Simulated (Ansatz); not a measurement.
Species: sum formula FeBrCl, net charge 0, quintet state. The spin state was set by rule; other spins were not relaxed. 
Structure (B3LYP-D3(BJ)/def2-TZVP (Ansatz, a program for electronic structure) minimum search):
```
Fe
Cl 1 2.1444
Br 1 2.2922 2 180.00
```
Charge 0, spin multiplicity 5.

Basis-set convergence of Hartree-Fock and CCSD correlation energies (hartree) with Ansatz. Valence correlation only, unless marked. Open shells are spin-unrestricted. No spin-orbit coupling. The frozen core is the preceding noble-gas configuration, with the filled d and f shells of earlier blocks. Non-relativistic.

```
basis       functions        E(HF)  E(corr, CCSD)
----------  ---------  -----------  -------------
def2-SVP           81  -4293.87618       -0.39302
def2-TZVPP        154   (withheld)     (withheld)
```

Some entries are withheld; supply them.


- def2-TZVPP, E(HF): -4294.52615
- def2-TZVPP, E(corr, CCSD): -0.57053
